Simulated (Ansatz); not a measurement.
Complex (SMILES): N#N (N2) with S (H2S), atoms 1 to 2 the first; geometry from B3LYP-D3(BJ)/def2-TZVP, monomers rigid:
```xyz
5

N      0.5569     0.0216    -0.1918
N      0.4057    -0.6429     0.6599
S     -1.8739     2.6331    -1.4786
H     -0.7246     1.9720    -1.6881
H     -1.2906     3.5002    -0.6354
```

Interaction energy at PBE0 with Ansatz (a quantum-chemistry and plane-wave program), kcal/mol, without and with the counterpoise correction (monomers among the partner's ghost functions). Cartesian d functions, on some or all atoms, in 6-311G**; all else is spherical. The program fits the integrals of some runs and decomposes those of others, by size. No added dispersion term, no relativity. Reference, counterpoise-corrected: the value in aug-pcseg-3, -0.23.

```json
[
 {"basis": "STO-3G", "functions": "21", "uncorrected": "-0.38"},
 {"basis": "6-31G", "functions": "35", "uncorrected": "-0.80"},
 {"basis": "cc-pV(D+d)Z", "functions": "61", "uncorrected": "-0.80"},
 {"basis": "6-311G**", "functions": "75", "uncorrected": "-0.61"},
 {"basis": "aug-cc-pV(D+d)Z", "functions": "96", "uncorrected": "-0.33"},
 {"basis": "6-311++G(2d,2p)", "functions": "109", "uncorrected": "-0.32"},
 {"basis": "def2-TZVPP", "functions": "132", "uncorrected": "-0.37"},
 {"basis": "aug-cc-pV(T+d)Z", "functions": "193", "uncorrected": "-0.27"},
 {"basis": "def2-QZVP", "functions": "244", "uncorrected": "-0.35"},
 {"basis": "aug-cc-pV(Q+d)Z", "functions": "341", "uncorrected": "-0.25"},
 {"basis": "cc-pV(5+d)Z", "functions": "392", "uncorrected": "-0.32"},
 {"basis": "pcseg-4", "functions": "429", "uncorrected": "-0.25"}
]
```

How large is the counterpoise correction in each set?

STO-3G 0.19, 6-31G 0.35, cc-pV(D+d)Z 0.49, 6-311G** 0.29, aug-cc-pV(D+d)Z 0.10, 6-311++G(2d,2p) 0.10, def2-TZVPP 0.12, aug-cc-pV(T+d)Z 0.04, def2-QZVP 0.10, aug-cc-pV(Q+d)Z 0.02, cc-pV(5+d)Z 0.07, pcseg-4 0.02 kcal/mol. The corrected value lies nearer the reference in 12 of 12 rows.
